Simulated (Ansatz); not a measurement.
Stepwise reaction of `CB(C)CN` with water, as a gas-phase model of exchange steps in deposition or etching. ΔE in kJ/mol.

Program: Ansatz. Geometries: PBE0-D4/def2-TZVP. ΔE: electronic, gas phase. CCSD(T)/CBS is the MP2 limit (def2-TZVPP, def2-QZVPP) plus CCSD(T) − MP2 in def2-TZVPP, frozen cores. This one scheme is used for every species. DFT in def2-TZVPP. B3LYP here is the variant with VWN-RPA as its local correlation; programs differ in this. One conformer a species, not always the lowest.

| step | reaction | PBE-D4 | B3LYP-D4 | ωB97M-V | CCSD(T)/CBS |
| --- | --- | --- | --- | --- | --- |
| 1 | `CB(C)CN` + H₂O → `CB(O)CN` + CH₄ | -134.8 | -141.2 | -138.9 | -133.8 |

**Question.** Give the row of step 2, `CB(O)CN` + H₂O → `NCB(O)O` + CH₄. (Best estimate.)

**Answer.** Ansatz gave: 
| step | reaction | PBE-D4 | B3LYP-D4 | ωB97M-V | CCSD(T)/CBS |
| --- | --- | --- | --- | --- | --- |
| 2 | `CB(O)CN` + H₂O → `NCB(O)O` + CH₄ | -148.8 | -154.6 | -152.3 | -146.7 |

**Question.** By hand: ΔE of the 2 steps together at CCSD(T)/CBS.

**Answer.** (-133.8) + (-146.7) = -280.5 kJ/mol, or -140.2 kJ/mol a step.

In ΔE each step is lower than the one before. All are downhill at CCSD(T)/CBS. PBE-D4 differs from CCSD(T)/CBS by -2.1 to -1.0 kJ/mol a step. Isolated molecules leave out the surface, adducts and barriers. Largest T1 diagnostic: 0.012.
